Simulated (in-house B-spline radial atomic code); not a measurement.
# Cl IX (Cl8+): [He] 2s2 2p4 4s1 (an excited or competing configuration)

Computed with a radial B-spline atomic code at the basis-set limit: Dirac-Hartree-Fock, average of configuration, Fermi nucleus of rms radius 3.3654 fm.

Screening seen three ways: the hydrogenic charge with the same mean radius, Z_r = [3n² - l(l+1)]/(2<r>), the one with the same energy, Z_e = n√(-2ε), and Slater's rules. Values are occupation-weighted means over j.

| shell | electrons | ε (eV) | <r> (bohr) | Z_r | Z_e | Slater |
| --- | --- | --- | --- | --- | --- | --- |
| 1s | 2 | -3132 | 0.09058 | 16.56 | 15.17 | 16.70 |
| 2s | 2 | -504.44 | 0.4186 | 14.33 | 12.18 | 13.55 |
| 2p | 4 | -448.52 | 0.3741 | 13.36 | 11.48 | 13.55 |
| 4s | 1 | -85.263 | 2.165 | 11.08 | 10.01 | 9.00 |

The least bound orbital is 4s1/2 at -85.26 eV, and it is also the most diffuse (<r> = 2.165 bohr).

Spin-orbit splittings of the orbital energies (j = l + 1/2 above j = l - 1/2 when positive): 2p 1.981 eV.

For the 1s electron the small component carries 0.368 % of the norm, the zero-frequency Breit interaction raises the level by 2.042 eV, self-energy by 0.95 eV, and vacuum polarisation lowers it by 0.0647 eV.
